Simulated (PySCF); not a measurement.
**Relaxation of singlet WH₆**

Level of theory: PBE0/[W def2-TZVP with ECP60, H def2-TZVP], scalar-relativistic core potentials, density fitting, no spin–orbit coupling, PySCF. A (50,194) grid was used.

A hand-made octahedral start, of Oh symmetry, held to at least that symmetry:

```xyz
7
charge 0 multiplicity 1, angstrom
W     0.0000    0.0000    0.0000
H     0.0000    0.0000    1.6900
H     0.0000    0.0000   -1.6900
H     1.6900    0.0000    0.0000
H     0.0000    1.6900    0.0000
H    -1.6900    0.0000    0.0000
H     0.0000   -1.6900    0.0000
```

Optimiser trace:
| step | E − E(last) (kJ/mol) | largest gradient (Eh/bohr) |
| --- | --- | --- |
| 0 | 63.93 | 0.04048 |
| 1 | 11.73 | 0.01591 |
| 2 | 0.57 | 0.00334 |
| 3 | 0.01 | 0.00033 |
| 4 | 0.00 | 0.00001 |

It ends at Oh with W–H 1.805 Å (×6); H–W–H 90.0° (×12), H–W–H 180.0° (×3). No frequency check is given, so it may be a saddle point. Other isomers or separated fragments may lie lower.

Final geometry:
```xyz
7
charge 0 multiplicity 1, angstrom
W     0.0000    0.0000    0.0000
H     0.0000    0.0000    1.8045
H     0.0000    0.0000   -1.8045
H     1.8045    0.0000    0.0000
H     0.0000    1.8045    0.0000
H    -1.8045    0.0000    0.0000
H     0.0000   -1.8045    0.0000
```

No spin–orbit coupling is included, which matters more the heavier the element.

The relaxation took about 18 core-seconds on a shared host.
